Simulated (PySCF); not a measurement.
**PrSi: f occupation and spin**

Unrestricted PBE0; PySCF, spin-free X2C with a Gaussian nucleus, basis sets Pr x2c-TZVPall, Si x2c-TZVPall. The search starts from ions with several 4f fillings and holds each by maximum overlap.

The lowest solution has 2Ms+1 = 6, about 2.6 4f electrons, near 2.83 Å.

The lowest solution of each spin and filling, followed along the bond (rough minima from three points):

| 2Ms+1 | 4f population | ⟨S²⟩ at the start | R at minimum (Å) | Te (eV) |
| --- | --- | --- | --- | --- |
| 6 | 2.62 | 8.82 | 2.83 | 0.00 |
| 8 | 2.93 | 15.75 | 2.89 | 0.14 |
| 4 | 2.52 | 4.80 | 2.65 | 0.21 |
| 6 | 2.14 | 8.76 | 2.69 | 0.32 |

Solutions at the starting distance of 2.685 Å, counted from the lowest; the search is not exhaustive:

```tsv
2Ms+1	4f population	E (eV)	⟨S²⟩	⟨Lz²⟩	μ (D)
6	2.62	0.00	8.82	11.0	-4.32
6	2.54	0.14	8.80	11.9	-6.06
6	2.58	0.16	8.79	12.1	-6.17
4	2.52	0.16	4.80	11.1	-4.19
8	2.93	0.21	15.75	9.0	-3.53
6	2.14	0.28	8.76	9.2	-4.66
6	2.18	0.29	8.77	10.1	-4.71
4	2.54	0.29	4.28	12.2	-5.54
4	2.57	0.31	4.91	13.2	-5.03
6	2.85	0.35	8.78	10.0	-7.65
6	2.48	0.37	9.26	8.6	-4.71
4	2.58	0.43	4.85	11.9	-5.74
4	2.30	0.44	4.40	11.0	-4.14
```

Partly filled real f orbitals mix terms, so no term symbols are given. A population far from a whole number shows f orbitals mixing with d and ligand orbitals, not a clean configuration. A positive dipole means Pr(−)Si(+).

Spin–orbit coupling is left out. The state is the lowest single determinant that the PBE0 search found; with open d or f shells the true ground state can be another one.
